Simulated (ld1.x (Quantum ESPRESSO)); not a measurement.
**Which change was made? (Co, TM)**

* Element: Co
* Generator: ld1.x (Quantum ESPRESSO) 7.5
* Type: norm-conserving Troullier–Martins (Kleinman–Bylander form)
* Functional: PBE
* Relativity: scalar-relativistic
* Frozen core: [Ne] 3s2
* Valence charge: 15
* Reference configuration: 3p6 3d7 4s1 4p0 (charge +1)
* Partial waves: 4s (bound): rc 2.25 bohr; 3d (bound): rc 1.10 bohr; 3p (bound): rc 1.15 bohr
* Local potential: the p channel
* Core correction: none

Cutoffs, loose and tight: the cutoffs (Ry, on a coarse ladder) from which the occupation-weighted sum of valence levels, in a spherical-Bessel basis at the reference potential, stays within 10 and 1 mRy of its value at 400 Ry. They do not see the model core or the augmentation charge, which bear on the density cutoff. Test errors are all-electron minus pseudo excitation energies from the reference, over the configurations 3p6 3d7 4s2 4p0; 3p6 3d7 4s0 4p0; 3p6 3d6 4s0 4p0; 3p6 3d7 4s0 4p2; 3p6 3d8 4s1 4p0; 3p6 3d8 4s0 4p0; 3p6 3d5 4s0 4p0; variants that change the core or the reference have their own tests. The largest error is taken over the tests solved by every variant that gives reliable tests at all, those not shown here included: 3p6 3d5 4s0 4p0; 3p6 3d6 4s0 4p0; 3p6 3d7 4s0 4p0; 3p6 3d7 4s0 4p2; 3p6 3d8 4s0 4p0.

The base gives: outcome: generated; cutoff, loose: 180 Ry; cutoff, tight: 260 Ry; bound ghosts: s; largest test error (meV): +147.

After one change the result is: outcome: generated, misses its reference levels by 0.36 eV; cutoff, loose: 140 Ry; cutoff, tight: 230 Ry; bound ghosts: none; largest test error (meV): -2589. Which change was it?
A. reference 3p6 3d7 4s0 4p0
B. core correction a·sin(br)/r model core inside 0.54 bohr
C. core [Ne], valence charge 17; reference 3s2 3p6 3d7 4s2 4p0; waves now 3s (bound): rc 1.30 bohr; 3p (bound): rc 1.15 bohr; 3d (bound): rc 1.35 bohr; local potential all-electron potential smoothed inside 1.00 bohr (lloc = -1)

C. The others give: core correction a·sin(br)/r model core inside 0.54 bohr → outcome: generated; cutoff, loose: 180 Ry; cutoff, tight: 260 Ry; bound ghosts: s; largest test error (meV): -61 | reference 3p6 3d7 4s0 4p0 → outcome: generated; cutoff, loose: 180 Ry; cutoff, tight: 300 Ry; bound ghosts: s; largest test error (meV): -288.
